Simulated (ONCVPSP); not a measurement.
# Building the ONCV potential for europium (LDA (Perdew-Zunger), scalar-relativistic).

```json
{"Element": "europium (Eu)", "Generator": "ONCVPSP 4.0.1", "Type": "optimised norm-conserving Vanderbilt (ONCV)", "Functional": "LDA (Perdew-Zunger)", "Relativity": "scalar-relativistic", "Frozen core": "[Kr] 4d10", "Valence charge": "17", "Reference configuration": "4f7 5s2 5p6 6s2", "Partial waves": "5s+6s: rc 2.05 bohr, ncon 3, nbas 6, qcut 5.8 1/bohr, 2 projectors; 5p: rc 2.65 bohr, ncon 4, nbas 7, qcut 6.6 1/bohr, 3 projectors, debl 1.9 Ha; d scattering state at 0.37 Ha: rc 2.40 bohr, ncon 4, nbas 8, qcut 4.1 1/bohr, 2 projectors, debl 2.8 Ha; 4f: rc 0.90 bohr, ncon 4, nbas 8, qcut 17.7 1/bohr, 2 projectors, debl 1.2 Ha", "Local potential": "polynomial inside 0.70 bohr (lpopt 5, dvloc0 2 Ha)", "Core correction": "Teter function, fcfact 2.5, rcfact 1.4"}
```

All-electron outer shells of the reference configuration (LDA (Perdew-Zunger), scalar-relativistic, ld1.x):

```json
{"shell": "5s", "level (eV)": "-44.79", "outermost node (bohr)": "0.67", "outermost maximum (bohr)": "1.23"}
{"shell": "5p", "level (eV)": "-23.87", "outermost node (bohr)": "0.72", "outermost maximum (bohr)": "1.41"}
{"shell": "6s", "level (eV)": "-3.77", "outermost node (bohr)": "1.66", "outermost maximum (bohr)": "3.56"}
{"shell": "4f", "level (eV)": "-2.91", "outermost node (bohr)": "–", "outermost maximum (bohr)": "0.59"}
```

Does this generation succeed?

No. ONCVPSP 4.0.1 stopped with "sratom123: lschfb convergence ERROR n,l,iter= 4 3 4": the all-electron bound-state solver failed for one shell.
